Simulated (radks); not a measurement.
Results of a calculation; reference values are marked as such.
Problem. Tl25+, configuration [Kr] 4d10 4f10. Code: a radial shooting solver on a logarithmic mesh with Libxc functionals. Model: Dirac Kohn-Sham, exchange-only PBE, spin-unpolarised, spherical densities, finite nucleus; open shells fill j = l - 1/2 first; Fermi nuclear charge, rms radius 5.4759 fm. Some entries of the table are withheld. Estimate them.

| orbital | occ. | eigenvalue (hartree) | r(max) (bohr) | <r> (bohr) |
|---|---|---|---|---|
| 1s1/2 | 2 | -3166.882 | 0.01003 | 0.01632 |
| 2s1/2 | 2 | -585.5720 | 0.05836 | 0.06807 |
| 2p1/2 | 2 | -563.4251 | 0.04278 | 0.05588 |
| 2p3/2 | 4 | -487.4858 | 0.05038 | 0.06467 |
| 3s1/2 | 2 | -159.9624 | 0.1641 | (1) |
| 3p1/2 | 2 | -149.9424 | (2) | 0.1671 |
| 3p3/2 | 4 | -133.0059 | (3) | 0.1831 |
| 3d3/2 | 4 | -116.4224 | 0.1308 | 0.1591 |
| 3d5/2 | 6 | -112.8010 | 0.1349 | 0.1640 |
| 4s1/2 | 2 | -55.14758 | 0.3660 | 0.3841 |
| 4p1/2 | 2 | (4) | 0.3631 | 0.3841 |
| 4p3/2 | 4 | (5) | 0.3928 | 0.4148 |
| 4d3/2 | 4 | -39.29802 | 0.3821 | 0.4139 |
| 4d5/2 | 6 | -38.45022 | 0.3908 | 0.4231 |
| 4f5/2 | 6 | (6) | 0.3381 | (7) |
| 4f7/2 | 4 | (8) | 0.3418 | (9) |
| 5s1/2 | 0 | -26.26151 | 0.7338 | 0.7440 |
| 5p1/2 | 0 | -24.46159 | 0.7514 | 0.7632 |
| 5p3/2 | 0 | -23.10939 | 0.8001 | 0.8074 |

Solution. 
(1) 3s1/2 <r> (bohr): 0.1768
(2) 3p1/2 r(max) (bohr): 0.1529
(3) 3p3/2 r(max) (bohr): 0.1683
(4) 4p1/2 eigenvalue (hartree): -50.79388
(5) 4p3/2 eigenvalue (hartree): -46.43456
(6) 4f5/2 eigenvalue (hartree): -29.26189
(7) 4f5/2 <r> (bohr): 0.4131
(8) 4f7/2 eigenvalue (hartree): -29.05196
(9) 4f7/2 <r> (bohr): 0.4173
